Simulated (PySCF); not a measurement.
**Electron correlation in Tc²⁶⁺ (technetium, charge +26)**

Starting occupation: [Ne] 3s2 3p5, 3p1/2 with m_j = +1/2, 3p3/2 with m_j = -3/2, -1/2, +1/2, +3/2. Calculation: PySCF 2.14, in an even-tempered Gaussian basis (19 s from 3.7 bohr⁻², ratio 2.4; 14 p from 4.8 bohr⁻², ratio 2.4; 5 d from 21 bohr⁻², ratio 2.6; 4 f from 31 bohr⁻², ratio 2.6); X2C-1e with screened-nucleus spin-orbit coupling, Gaussian nucleus. Frozen: 1s2; 15 electrons correlated; the 56 highest virtual spinors left out.

MP2 pair energies summed by pair of shells (mhartree):

```tsv
pair	energy	share (%)
2p1/2-2p3/2	-85.56	14.8
2p3/2-2p3/2	-81.51	14.1
3p3/2-3p3/2	-77.72	13.4
2p3/2-3p3/2	-49.34	8.5
3p3/2-3s1/2	-40.16	6.9
3p1/2-3p3/2	-38.41	6.6
2p3/2-2s1/2	-36.00	6.2
2p1/2-3p3/2	-27.51	4.8
2p1/2-2p1/2	-21.14	3.7
2p1/2-2s1/2	-19.20	3.3
2p3/2-3s1/2	-15.42	2.7
3p1/2-3s1/2	-15.10	2.6
2s1/2-3p3/2	-14.48	2.5
2p3/2-3p1/2	-13.56	2.3
2s1/2-2s1/2	-10.51	1.8
3s1/2-3s1/2	-8.61	1.5
2p1/2-3s1/2	-8.51	1.5
2p1/2-3p1/2	-6.26	1.1
2s1/2-3s1/2	-6.17	1.1
2s1/2-3p1/2	-3.80	0.7
```

Total MP2 correlation energy: -578.97 mhartree.

At this charge the one-electron X2C treatment keeps the bare 1/r₁₂, with no two-electron picture change or Breit term. The effect here is smaller than on the frozen 1s shell.
